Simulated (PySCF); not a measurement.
Species: 1-ethoxy-2-methylpropane, C₆H₁₄O.
Cartesian coordinates in Å at the GFN2-xTB level; atoms count from 1:
```
atom  x, y, z in Å
C1     2.8625   -0.0801   -0.7388
C2     2.1811   -0.7551    0.4509
O3     0.7905   -0.9118    0.3073
C4     0.0468    0.2844    0.3867
C5    -1.4422   -0.0630    0.4474
C6    -1.8765   -0.7351   -0.8518
C7    -2.2678    1.1918    0.7163
H8     3.9407   -0.1546   -0.6277
H9     2.5668   -0.5723   -1.6619
H10    2.5934    0.9714   -0.8005
H11    2.4037   -0.1927    1.3719
H12    2.5624   -1.7735    0.5641
H13    0.3409    0.8435    1.2897
H14    0.2382    0.9233   -0.4878
H15   -1.5798   -0.7706    1.2710
H16   -1.7796   -0.0429   -1.6860
H17   -2.9132   -1.0574   -0.7888
H18   -1.2493   -1.6012   -1.0426
H19   -2.1332    1.9144   -0.0865
H20   -3.3237    0.9405    0.7778
H21   -1.9706    1.6582    1.6530
```

Method used: PBE0/def2-SVPD in PySCF (dipole) on a GFN2-xTB geometry, gas phase.

Masses are those of the commonest isotopes; rigid-rotor values at the optimised geometry. The values belong to one conformer with, in the numbering `[CH3:1][CH2:2][O:3][CH2:4][CH:5]([CH3:6])[CH3:7]`, C1–C2–O3–C4 -71°, C2–O3–C4–C5 -171°, O3–C4–C5–C6 -65°.

Problem. Give the principal moments of inertia and the rotational constants in cm⁻¹.

Solution. Ia = 94.71, Ib = 417.12, Ic = 443.21 u·Å²; 505379 MHz·u·Å²/I gives 5336, 1212 and 1140 MHz, that is A = 0.17799, B = 0.04041, C = 0.03804 cm⁻¹.

Problem. Classify the top.

Solution. A near-prolate asymmetric top; Ray's κ = -0.966.

Problem. Is it planar, by Δ = Ic − Ia − Ib?

Solution. Not planar: Δ = Ic − Ia − Ib = -68.62 u·Å². For a rigid frame Δ = −2 Σ m c², so Σ m c² = 34.31 u·Å² lies off the ab plane: 13.86 from hydrogen and 20.45 from heavier atoms. The atom farthest from that plane is 1.52 Å away.

Problem. Give the other two planar moments, Paa and Pbb, and the rms extents of the mass along the axes.

Solution. Paa = Σ m a² = (Ib + Ic − Ia)/2 = 382.81 and Pbb = Σ m b² = (Ia + Ic − Ib)/2 = 60.40 u·Å². With the mass M = 102.10 u, the rms extents √(P/M) along a, b and c are 1.94, 0.77, 0.58 Å.

Problem. Which lines would a microwave search look for?

Solution. The dipole components are |μa| = 0.39 D, |μb| = 0.93 D, |μc| = 0.47 D. Intensities carry the squares of the components, which stand as 0.18 : 1.00 : 0.25 (a : b : c). Some of the stronger lines:

```tsv
type	branch	J(Ka,Kc)	MHz	lower level (cm⁻¹)
c	R	3(1,2) ← 2(0,2)	11430	0.235
a	R	5(3,3) ← 4(3,2)	11762	2.033
b	Q	3(2,1) ← 3(1,2)	12272	0.617
b	R	3(2,2) ← 2(1,1)	19429	0.378
c	R	3(2,2) ← 2(1,2)	19643	0.371
c	R	4(2,2) ← 3(1,2)	21688	0.617
c	R	4(2,3) ← 3(1,3)	22102	0.602
c	R	3(3,0) ← 2(2,0)	27856	0.790
b	Q	5(5,1) ← 5(4,2)	37439	3.397
b	R	5(5,0) ← 4(4,1)	49201	3.005
```

No GFN2-xTB frequencies stand behind this structure, so it isn't proved a minimum. No vibrational averaging or centrifugal distortion is included, and the geometry carries the error of its method. A rigid rotor knows nothing of internal rotation, which can split or shift real lines.

The run took 51 s of wall time on Arm Neoverse V1, one thread, no GPU, on a shared host, and the process peaked at 1.0 GiB of memory. This is the PBE0/def2-SVPD job that gave the dipole, with the excitations it also computed.
